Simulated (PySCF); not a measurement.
# Static response to an electric field

Compound: C6H6OS.
SMILES with atom numbers: `[CH3:1][C:2](=[O:3])[c:4]1[cH:5][cH:6][s:7][cH:8]1` (hydrogens: H9, H10, H11 on C1; H12 on C5; H13 on C6; H14 on C8)

Cartesian coordinates in Å at the GFN2-xTB level; atoms count from 1:
```
atom  x, y, z in Å
C1    -2.070   -0.500   -0.131
C2    -1.142    0.664   -0.384
O3    -1.540    1.732   -0.794
C4     0.283    0.420   -0.100
C5     0.862   -0.789    0.383
C6     2.203   -0.693    0.542
S7     2.802    0.864    0.110
C8     1.231    1.391   -0.288
H9    -1.779   -1.347   -0.748
H10   -3.090   -0.209   -0.371
H11   -2.016   -0.797    0.914
H12    0.307   -1.682    0.601
H13    2.886   -1.443    0.887
H14    1.062    2.389   -0.643
```

Level: CAM-B3LYP/def2-SVPD (PySCF), static field, nuclei fixed, core orbitals frozen in the response. The polarisability tensor in these axes (au):

```
x   117.45   2.48   7.76
y     2.48  88.07  -9.95
z     7.76  -9.95  61.42
```

Task: What are the eigenvalues, a third of the trace, and Δα (Δα² = ½Σ(αi − αj)² over the three pairs)?

Result: Principal values 57.02, 91.38 and 118.55 au; mean 88.98 au = 13.19 Å³ = 14.67 × 10⁻⁴⁰ C²·m²/J; Δα = 53.41 au (60 % of the mean).

Task: What is the dipole moment, and where does it point?

Result: (1.40, -2.76, 1.11) D, 3.29 D in size, pointing from the negative to the positive side. Measured along this direction, the outermost atoms are O3 at the negative end and H13 at the positive end.

Task: Orientational against electronic polarisability at 250 K (dilute gas, rigid molecules)?

Result: In Gaussian units μ²/3kT = 104.53 Å³ against 13.19 Å³, a ratio of 7.93; the Debye molar polarisation (4π/3)N_A(α + μ²/3kT) is 296.9 cm³/mol, leaving out the vibrational part.

Task: Rayleigh depolarisation ratio (linearly polarised light, static tensor)?

Result: ρ = 3Δα²/(45ᾱ² + 4Δα²) = 8557.6/(356303 + 11410.2) = 0.0233.

Task: Estimate the molar refractivity from the static electronic polarisability.

Result: Lorentz–Lorenz: R = (4π/3)N_A α = 2.5225 cm³/(mol·Å³) × 13.19 Å³ = 33.3 cm³/mol, in the limit of long wavelengths.

Task: Sum over states: ᾱ = Σ f/ω², ω in Eh. What share falls to these 8 lowest TDDFT singlets (eV, f)? 4.07, 0.0002; 5.20, 0.0531; 5.50, 0.1569; 6.40, 0.3239; 6.46, 0.0034; 6.56, 0.0001; 6.70, 0.0001; 6.87, 0.1568.

Result: They add up to 13.68 au, 15.4 % of the 88.98 au; the largest single term is 5.86 au, from the state at 6.40 eV. Terms in order: 0.01, 1.46, 3.84, 5.86, 0.06, 0.00, 0.00, 2.46 au. Higher excitations give the rest. The strengths listed sum to 0.695.

Geometry: GFN2-xTB, one conformer, isolated molecule.
